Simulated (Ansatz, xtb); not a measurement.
# C2H10B2Si: 7 structures ranked

7 gas-phase structures of C2H10B2Si, from a drawn sample of its isomers (lower ones may exist). Each was relaxed with GFN2-xTB; where two conformers were screened, the lower at r2SCAN-D4/def2-SVP is listed:

A. `BC(B)C[SiH3]`, a singlet
B. `BC(B)(C)[SiH3]`, a singlet
C. `B[C@H]([SiH3])BC`, a singlet
D. `BC[SiH2]CB`, a singlet
E. `CBCB[SiH3]`, a singlet
F. `BCBC[SiH3]`, a singlet
G. `BC[C@H](B)[SiH3]`, a singlet

**Question.** Which do you expect lowest at r2SCAN-D4/def2-SVP, and how would the others follow?

**Answer.** Calculated order at r2SCAN-D4/def2-SVP: C (0.0), F (16.2), D (32.9), E (37.9), B (66.3), G (101.7), A (107.9) kJ/mol.

Energies above the lowest of each column, in kJ/mol; the last columns are at PBE0-D3(BJ)/def2-SVP geometries and were run for some of them only (a dash: not run or not comparable):

```
structure  GFN2-xTB  HF/STO-3G  r2SCAN-D4/def2-SVP  PBE0-D3(BJ)/def2-SVP  CCSD(T)/def2-SVP + ΔMP2/def2-TZVPP
        C       0.0        0.0                 0.0                   0.0                                 0.0
        F       6.3       12.3                16.2                  15.6                                18.4
        D      19.8       15.3                32.9                  32.3                                25.8
        E      43.2       39.4                37.9                     –                                   –
        B       2.2       61.7                66.3                     –                                   –
        G      21.6       93.2               101.7                     –                                   –
        A      23.0       86.6               107.9                     –                                   –
```

Every level run on C puts it lowest or level with the lowest. Flexible structures stand in one conformer each, not always the lowest. Frequencies (GFN2-xTB) were run for C, D, F alone. ΔMP2 is the change of the MP2 energy from the smaller to the larger basis.

Over these structures GFN2-xTB departs from r2SCAN-D4/def2-SVP by 35.3 kJ/mol on average once a common shift is removed. A GFN2-xTB relaxation took about 0.7 s and the r2SCAN-D4/def2-SVP energy about 4.5 s on a shared host (Ansatz 0.2.0, xtb 6.7.1).
